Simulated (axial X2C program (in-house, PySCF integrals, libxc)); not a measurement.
## Low determinants of SnBr at the PBE0 level, spin-free

All values were computed with an axial X2C code built on PySCF integrals. Spin-free means the one-electron spin-free X2C Hamiltonian. Basis: Sn dyall-cv3z [11s12p9d4f1g], Br dyall-cv3z [8s9p6d4f1g] (cores contracted in-house); Gaussian nuclei, density fitting, unrestricted open shells. Masses: Sn 119.902 u, Br 78.918 u.

Search at 2.540 Å (vertical energies from the lowest determinant):

```tsv
ΔE (eV)	state	electrons beyond evenly filled partner blocks	electrons in σ, π, δ, φ
0.00	M_S = 1/2, Λ = 1	π+α	36 37 12 0
2.26	M_S = 1/2, Λ = 0	σα	37 36 12 0
3.10	M_S = 3/2, Λ = 0	σα, π+α, π-α	35 38 12 0
3.75	M_S = 1/2, Λ = 0	σβ, π+α, π-α	35 38 12 0
3.99	M_S = 3/2, Λ = 1	2 × π+α, π+β, 2 × π-α	36 37 12 0
4.22	M_S = 1/2, Λ = 0	σα, π+β, π-α	35 38 12 0
```

Lowest determinant, M_S = 1/2, Λ = 1 (beyond evenly filled blocks: π+α): Re = 2.515 Å, ωe = 244.0 cm⁻¹.

The determinant in row 2 of the search, M_S = 1/2, Λ = 0 (beyond evenly filled blocks: σα), was followed along the bond at PBE0; measured from the minimum of the lowest determinant it gives:

Te = 2.049 eV (16529 cm⁻¹), Re = 2.805 Å, ωe = 162.9 cm⁻¹.

Task: Compare the bond of the determinant in row 2 with that of the lowest one.

Result: At PBE0 its Re is 0.290 Å longer and its force constant, which goes as ωe², is 0.45 times that of the lowest determinant. T0 ≈ Te + Δωe/2 = 16529 + (-41) = 16488 cm⁻¹.

The search compares states at one distance, so a state with another bond length can lie lower; it is not exhaustive and yields mostly the lowest determinant of each block pattern, so other components and higher states of one pattern are missing. These are energies of single determinants, not of spin-adapted states; PBE0 term energies can be off by some tenths of an eV, and the functional has no current term.
